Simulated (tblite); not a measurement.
Compound: C₄H₅OPS.
Numbering: `[CH3:1][S:2][c:3]1[o:4][cH:5][cH:6][p:7]1` (hydrogens: H8, H9, H10 on C1; H11 on C5; H12 on C6)

Cartesian coordinates in Å at the GFN2-xTB level; atoms count from 1:
```xyz
12
C4H5OPS angstrom
C      2.5232   -0.0039   -0.1497
S      1.4789    0.9999    0.9394
C     -0.0750    0.3484    0.4885
O     -1.1198    0.8821    1.1339
C     -2.2677    0.3250    0.7266
C     -2.1456   -0.6314   -0.2220
P     -0.4535   -0.8829   -0.6687
H      2.3976   -1.0542    0.0993
H      2.2406    0.1769   -1.1833
H      3.5477    0.3076    0.0244
H     -3.1558    0.7024    1.2007
H     -2.9695   -1.1703   -0.6506
```

All values are computed: GFN2-xTB (tblite) harmonic vibrations without scaling, gas phase. This tight-binding method is rough: wavenumbers can miss measured ones by several per cent, in bad cases by 10 to 20. One conformer, not necessarily the lowest.

Task: How many normal modes are there?

Result: 12 atoms, non-linear: 3N − 6 = 30.

Task: What is the point group of the computed structure, and how do the modes divide by symmetry?

Result: Cs. The vibrations span 20 a′ + 10 a″.

Task: How many distinct wavenumbers does the calculation give?

Result: 30: Cs has no degenerate species.

Task: How many fundamentals are allowed in the infrared by symmetry?

Result: 30 of 30: in Cs every mode is allowed. All fundamentals are allowed in the Raman spectrum.

Task: Zero-point energy?

Result: ½Σν̃ = 17736 cm⁻¹ = 212.2 kJ/mol (30 modes); those above 1550 cm⁻¹ give 92.0 kJ/mol of it.

Task: What thermal excitation has the softest real mode at 298.15 K?

Result: θ = hcν̃/k = 94 K for 65.3 cm⁻¹, so N1/N0 = 0.73 and ⟨v⟩ = 1/(exp(θ/T) − 1) = 2.7.
